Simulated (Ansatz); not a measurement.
Cost and result for the atomization energy of C2H6BrFSi, SMILES `CC(F)([SiH3])Br` (11 atoms, 10 bonds).

Z-matrix (Å, degrees):
```
C
C 1 1.503
H 1 1.094 2 109.0
H 1 1.092 2 110.4 3 119.5
H 1 1.090 2 110.6 3 -119.8
F 2 1.374 1 108.9 3 -62.0
Si 2 1.910 1 116.3 3 62.0
Br 2 1.975 1 109.2 3 -178.6
H 7 1.487 2 107.9 1 -60.2
H 7 1.483 2 108.1 1 58.5
H 7 1.480 2 108.9 1 179.8
```

Charge 0, multiplicity 1. Correlated methods include outer-core shells of Br, which these sets cover unevenly. Scalar relativity is left out up to krypton. The structure was optimised at the PBE0-D4/def2-TZVP level. Program: Ansatz. Hardware: A = 2 threads of an AMD EPYC 7R13 on a shared host; B = 2 threads of an AMD EPYC 7R13 on a shared host and a share of an NVIDIA H100 80 GB. Times are those of one run each, without the atoms' runs, and a repeat can differ threefold. Electronic energies, without spin–orbit coupling; frozen cores. CCSD(T)/CBS adds CCSD(T) − MP2 in def2-TZVPP to the MP2 limit, and its time is that of the two runs behind it. T1 = 0.010. With those shells the extrapolation isn't a true limit. B3LYP takes the VWN-RPA correlation (the form of Gaussian; ORCA's B3LYP/G).

CCSD(T)/CBS is a level of theory with its own doubt, some kJ/mol a heavy atom from the limit and from the frozen cores, so smaller differences don't rank the functionals.

| level | functions | atomization (kcal/mol) | difference from CCSD(T)/CBS | per bond |
| --- | --- | --- | --- | --- |
| MP2/def2-QZVPP [B] | 510 | 899.8 | 2.4 | 0.2 |
| B3LYP-D4/def2-TZVPP (with forces) [A] | 267 | 893.1 | -4.3 | -0.4 |
| PBE-D4/def2-TZVPP (with forces) [A] | 267 | 910.4 | 13.0 | 1.3 |
| ωB97M-V/def2-TZVPP (with forces) [A] | 267 | 896.4 | -1.0 | -0.1 |
| PBE0-D4/def2-TZVPP [A] | 267 | 895.8 | -1.6 | -0.2 |
| r2SCAN-D4/def2-TZVPP (with forces) [A] | 267 | 898.9 | 1.5 | 0.1 |
| ωB97X-V/def2-TZVPP [A] | 267 | 898.7 | 1.3 | 0.1 |
| CCSD(T)/def2-TZVPP [B] | 267 | 873.6 | -23.8 | -2.4 |
| CCSD(T)/CBS(def2) | – | 897.4 | 0.0 | 0.0 |
| B2PLYP/def2-TZVPP [A] | 267 | 883.1 | -14.3 | -1.4 |

(1) Order the runs by time, with rough figures. (Best estimate.)

## Answers

(1) The calculation gave: PBE-D4/def2-TZVPP (with forces) [A] 4.2 s; CCSD(T)/def2-TZVPP [B] 4.2 s; MP2/def2-QZVPP [B] 4.8 s; PBE0-D4/def2-TZVPP [A] 8 s; r2SCAN-D4/def2-TZVPP (with forces) [A] 9 s; CCSD(T)/CBS(def2) 9 s; B3LYP-D4/def2-TZVPP (with forces) [A] 11 s; B2PLYP/def2-TZVPP [A] 14 s; ωB97X-V/def2-TZVPP [A] 18 s; ωB97M-V/def2-TZVPP (with forces) [A] 25 s.

From PBE to PBE0 (25 % exact exchange), in def2-TZVPP and without D4, the atomization energy moves by −13.6 kcal/mol: exact exchange takes away binding that semilocal exchange gives to molecules. The D4 term adds +10.2 kcal/mol with B3LYP and +5.3 kcal/mol with PBE0; it sums over pairs of atoms, weighted by their polarisabilities, and B3LYP, whose exchange is more repulsive, gets the larger term. In def2-TZVPP, CCSD(T) changes the Hartree–Fock value by +218.8 kcal/mol (the triples alone add +13.4 kcal/mol) and MP2 by +231.0 kcal/mol; breaking electron pairs costs correlation energy, which Hartree–Fock lacks.
